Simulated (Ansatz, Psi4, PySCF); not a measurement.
F2, charge +1, doublet, geometry from GFN2-xTB (a state made from the parent by changing its charge; the spin is typed, not shown lowest). Base run: CCSD(T)/cc-pVTZ run with PySCF.

Input for PySCF:
```python
from pyscf import gto, scf, cc

mol = gto.M(
    atom='''
F    -0.00000000   -0.00000000   -0.64677315
F     0.00000000    0.00000000    0.64677315
''',
    basis='cc-pvtz',
    charge=1,
    spin=1,
    verbose=3,
)

mf = scf.UHF(mol)
mf.kernel()

mycc = cc.CCSD(mf)
mycc.kernel()
et = mycc.ccsd_t()
print('E(CCSD(T)) = %.10f' % (mycc.e_tot + et))
```

The same geometry, method and basis name were run in Ansatz (an electronic-structure program) and Psi4 and PySCF, at each program's defaults and at the settings that a row names. The base is PySCF at its defaults. Differences at the defaults can come from grids, fitting, cores and function types together.

```tsv
code and settings	ΔE vs base (mEh)	basis functions	E (Eh)	SCF cycles
PySCF, defaults (exact integrals, spherical functions, all electrons correlated)	0.000	60	-198.75086	9
Psi4, defaults (exact integrals, spherical functions, all electrons correlated)	0.000	60	-198.75086	11
Ansatz, defaults (factorised integrals, spherical functions, frozen core)	24.360	60	-198.72650	-
PySCF, frozen core	24.357	60	-198.72650	9
Psi4, exact integrals, spherical functions, frozen core	24.357	60	-198.72650	11
Ansatz, high accuracy, frozen core	24.357	60	-198.72650	-
```

Open shells are given as the SCF converged; they aren't shown to be the lowest states, and a large step between rows can be another state.

Ansatz warned in this series: the state or the total is in doubt.
